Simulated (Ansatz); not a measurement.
Ansatz (an electronic-structure program) input (CCSD(T)/6-31G*):

Ansatz 0.2 input:
```yaml
crystal:
  periodic: [false, false, false]
  atoms:
    - {symbol: C, position_ang: [0.46427946, -0.48240700, 0.01662363]}
    - {symbol: C, position_ang: [-0.82872389, -0.29631369, 0.06169665]}
    - {symbol: F, position_ang: [-1.71110156, -1.27296619, 0.17958185]}
    - {symbol: F, position_ang: [-1.44309498, 0.87950949, -0.00273059]}
    - {symbol: Cl, position_ang: [1.79849620, 0.48314321, -0.12126959]}
basis:
  gaussian:
    orbitals: 6-31G*
magnetization: {spin_polarized: true, initial_magnetization: 1}
correlation: {method: ccsd_t, electrons: outside_noble_gas}
```

Output:

```
Functional definition: HF
integrals: 0.09 GiB planned
707 factors; integrals over basis functions are off by at most 1.2e-3 eV
mean field: 0.26 GiB planned
mean field evaluation 1: about -19969.9680 eV, gradient 2.2e1 eV
mean field evaluation 2: about -19969.9858 eV, gradient 2.2e1 eV
mean field evaluation 4: about -19972.3695 eV, gradient 3.2e0 eV
mean field evaluation 8: about -19972.5565 eV, gradient 6.3e-1 eV
mean field evaluation 16: about -19969.9675 eV, gradient 2.2e1 eV
mean field evaluation 32: about -19970.8197 eV, gradient 3.8e-1 eV
mean field -19972.61989057 eV, -733.9802430506 hartree, gradient 3.8e-6 eV, S^2 0.938654; 1 other end points of the search recorded, 0 dependent functions left out
determinant -19972.61989057 eV, -733.9802430506 hartree, with singles and doubles -19992.13938599 eV, -734.6975712763 hartree
determinant -19970.82342251 eV, -733.9142240668 hartree, with singles and doubles -19990.39100307 eV, -734.6333193891 hartree
9 core orbitals not correlated
reference -19972.61989057 eV, -733.9802430506 hartree; 15, 14 occupied and 55, 56 virtual orbitals, 707 factors
second order -18.57777884 eV of doubles, -0.00000000 eV of singles
coupled cluster: 0.39 GiB planned
cycle   1  -19.52356293 eV  change   -4.1e-3 eV  update   3.0e-3
cycle   2  -19.52417806 eV  change   -6.2e-4 eV  update   2.0e-3
cycle   3  -19.52508955 eV  change   -9.1e-4 eV  update   1.3e-3
cycle   4  -19.52543388 eV  change   -3.4e-4 eV  update   4.9e-4
cycle   5  -19.52705071 eV  change   -1.6e-3 eV  update   2.4e-4
cycle   6  -19.52756131 eV  change   -5.1e-4 eV  update   7.4e-5
cycle   7  -19.52757370 eV  change   -1.2e-5 eV  update   2.5e-5
coupled cluster: 0.39 GiB planned
perturbative correction -0.58887316 eV, -0.0216406894 hartree
Total energy: -19992.73633743 eV, -734.7195088372 hartree
```

It need not be the lowest isomer of its formula.

The determinant is spin-contaminated: <S^2> is 0.94 against 0.75 for a pure state.
